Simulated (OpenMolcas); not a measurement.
# Pr3+: effect of the metal basis and ligand basis

Pr3+ with 6 ligands (fluoride) in octahedral coordination (Oh) at 2.3 Å. A charge of +0.5 e stands 2.4 Å behind each ligand.

| Property | Result |
| --- | --- |
| Program | OpenMolcas 26.06 |
| Method | CASSCF |
| Spin-orbit coupling | RASSI with atomic mean-field integrals over the reference wave functions |

Fixed: active space 2 electrons in 7 orbitals (4f), DKH2 Hamiltonian.

States (labels of O, the rotations of Oh). Energies in cm-1 above the lowest state or level, χT in cm3 K/mol; under a threefold ground state the first gap can be a small split of the lowest multiplet, not the spin-orbit step.

| Run | Metal basis | Ligand basis | Ground state | First state of that spin | First gap with spin-orbit (degeneracies) | Width of lowest J | χT at 300 K | Cost |
| --- | --- | --- | --- | --- | --- | --- | --- | --- |
| A | ANO-RCC-VDZP | ANO-RCC-VDZP | 3T1 | 3T2 554.9 | 325.2 (1, 3) | 932 | 1.296 | roughly 26 core-seconds |
| B | ANO-RCC-VTZP | ANO-RCC-VTZP | 3T1 | 3T2 565.8 | 333.2 (1, 3) | 966 | 1.280 | roughly 100 core-seconds |

Against A, the width of the lowest J multiplet changes by +3.6 % in B.

Costs are those of the RASSCF and RASSI steps.

Without dynamic correlation the ligand-field splitting of an f shell can come out too small, at times by half. No measured value stands beside these numbers; the geometry is a model, was not optimised and need not be the one that this ion takes.
